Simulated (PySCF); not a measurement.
An equivalent PySCF input for C (carbon, neutral), [He] 2s2 2p2, high-spin 3P determinant, with scalar relativity by spin-free X2C-1e:

```python
from pyscf import gto, scf, dft, mp, cc
import basis_set_exchange as bse
mol = gto.M(atom="C 0 0 0", charge=0, spin=2, symmetry="D2h",
            basis=gto.basis.parse(bse.get_basis("cc-pVDZ-DK", elements=["C"], fmt="nwchem", header=False)),
            nucmod="G")
mf = scf.UHF(mol).sfx2c1e()
mf.irrep_nelec = {'Ag': (2, 2), 'B1u': (1, 0), 'B2u': (1, 0)}
mf.kernel()
```

It reaches the same state as the run whose output follows, and the same energy. The run itself started from symmetry-adapted Hartree-Fock orbitals and held the occupation by maximum overlap, so the iterations belong to that start.

```
SCF conv_tol = 1e-09
number electrons alpha = 4  beta = 2
cycle= 1 E= -37.7012259927758  delta_E= -0.00289  |g|= 0.0193  |ddm|= 0.0464
cycle= 2 E= -37.70145198226  delta_E= -0.000226  |g|= 0.00543  |ddm|= 0.0131
cycle= 3 E= -37.7014715951177  delta_E= -1.96e-05  |g|= 0.000138  |ddm|= 0.00539
cycle= 4 E= -37.7014716185708  delta_E= -2.35e-08  |g|= 3.82e-05  |ddm|= 0.000764
cycle= 5 E= -37.7014716206565  delta_E= -2.09e-09  |g|= 4.5e-06  |ddm|= 0.000305
cycle= 6 E= -37.7014716206789  delta_E= -2.24e-11  |g|= 3.74e-07  |ddm|= 3.63e-05
converged SCF energy = -37.7014716206789  <S^2> = 2.0063055  2S+1 = 3.0042007
```
